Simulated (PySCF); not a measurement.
Species: C5H10N3 (charge +1).
Cartesian coordinates in Å at the PBE0-D3(BJ)/def2-SVP level; atoms count from 1:
```xyz
18
C5H10N3 angstrom
C     -1.8502   -1.5348   -0.0358
C     -0.6259   -0.6872   -0.0308
N      0.5886   -1.1965   -0.1669
N      1.4448   -0.1810   -0.1306
C      2.8667   -0.4452   -0.2149
C      0.8458    1.0105    0.0342
C     -0.5060    0.7135    0.1050
N     -1.6067    1.6484    0.2611
H     -2.4910   -1.3332   -0.9090
H     -2.4506   -1.4046    0.8795
H     -1.5509   -2.5896   -0.0825
H      3.3975    0.4892   -0.4321
H      3.0419   -1.1666   -1.0220
H      3.2291   -0.8670    0.7330
H      1.4005    1.9455    0.0889
H     -1.8145    2.1791   -0.5984
H     -1.4429    2.3321    1.0132
H     -2.4650    1.1367    0.5086
```

Level: CAM-B3LYP/def2-SVPD in PySCF, non-relativistic, on one gas-phase PBE0-D3(BJ)/def2-SVP geometry that isn't relaxed in the solvent. The solvent is an IEF-PCM continuum (cavity from Bondi-type radii × 1.2). Specific hydrogen bonds and non-electrostatic terms are outside this model.

Gas phase at CAM-B3LYP/def2-SVPD: HOMO -12.66 eV, LUMO -4.08 eV.

Q: What does the continuum do to the energy and the frontier levels at CAM-B3LYP/def2-SVPD in chloroform and acetonitrile?

A: 
```csv
solvent,ε,E(solvent) − E(gas) (kcal/mol),polarisation term (kcal/mol),distortion of the solute (kcal/mol),HOMO (eV),LUMO (eV)
chloroform,4.711,-53.74,-56.49,2.75,-9.53,-0.09
acetonitrile,35.69,-68.43,-74.01,5.58,-8.83,0.90
```

The polarisation term is half the interaction of the solute with the surface charges that it induces; the rest is the cost of distorting the solute's density. The sum is the electrostatic part of solvation alone. The atom shares or the degeneracy of the HOMO differ from the gas phase in acetonitrile, so that column needn't follow one orbital. The atom shares or the degeneracy of the LUMO differ from the gas phase in chloroform and acetonitrile, so that column needn't follow one orbital. From chloroform to acetonitrile the lowering changes by a factor 1.27, Born's factor 1 − 1/ε by 1.23 and ε itself by 7.6.

Q: Which radius a makes Born's formula ΔE = −(q²/2a)(1 − 1/ε) give the value in acetonitrile?

A: a = q²(1 − 1/ε)/(2|ΔE|) = 2.36 Å, with q = +1 e and |ΔE| = 0.1091 Eh; the farthest nucleus lies 3.46 Å from the centroid of the nuclei. The formula assumes a point charge at the centre of a sphere.

Q: How does the static polarisability (CAM-B3LYP/def2-SVPD, frozen core, with the continuum's full static response) change?

A: 
| medium | isotropic (au) | principal values (au) | ⟨r²⟩ of the electrons (bohr²) |
| --- | --- | --- | --- |
| gas | 76.5 | 52.8, 80.4, 96.2 | 1006.8 |
| chloroform | 94.0 | 65.5, 100.1, 116.4 | 1006.9 |
| acetonitrile | 102.2 | 73.0, 109.5, 124.1 | 1006.8 |

The isotropic value in acetonitrile is 1.34 times the gas-phase one; no cavity-field correction is applied. ⟨r²⟩ is taken about the centre of nuclear charge.
